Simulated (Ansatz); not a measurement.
**Abstraction of H: SiHF3 + SiH(NH2)2 → SiF3 + SiH2(NH2)2**

Species: SiHF3 `F[SiH](F)F`, singlet; SiH(NH2)2, doublet; SiF3 (trifluorosilyl) `F[Si](F)F`, doublet; SiH2(NH2)2, singlet. A radical takes H: the energy is the difference in strength between two Si–H bonds in different surroundings.

Shapes, held fixed at every level: PBE0-D4/def2-TZVP. Flexible molecules stand in one conformer, not always the lowest. Programs: Ansatz 0.2.0. The zero-point and thermal change to 298 K, harmonic and unscaled (PBE0-D4/def2-TZVP), is +0.4 kJ/mol.

| level | kind | ΔH(298 K) (kJ/mol) | less CCSD(T)/CBS estimate | CPU time (sum over the molecules) |
| --- | --- | --- | --- | --- |
| PBE-D4/def2-TZVPP | GGA | +28.3 | -2.2 | 16 s |
| r2SCAN-D4/def2-TZVPP | meta-GGA | +28.8 | -1.7 | 31 s |
| B3LYP-D4/def2-TZVPP | global hybrid | +30.1 | -0.4 | 22 s |
| BHLYP-D4/def2-TZVPP | global hybrid | +31.2 | +0.7 | 18 s |
| PBE0-D4/def2-TZVPP | global hybrid | +29.5 | -1.0 | 18 s |
| MP2/def2-SVP | perturbation theory | +29.2 | -1.3 | – |
| CCSD/def2-SVP | coupled cluster or CI | +32.8 | +2.3 | – |
| CCSD(T)/CBS estimate | coupled cluster or CI | +30.5 | 0.0 | 5.7 min |

The highest level, CCSD(T)/CBS estimate, gives ΔH(298 K) = +30.5 kJ/mol; the levels span +28.3 to +32.8. The column of differences is taken from that level and isn't an error. No measured value is set beside it here. Open shells run unrestricted unless RO is named. The CBS estimate extrapolates MP2 from def2-TZVPP and def2-QZVPP and adds CCSD(T) − MP2 in the triple-zeta set, cores frozen. Times are processor times on shared x86 and Arm servers, and rough.
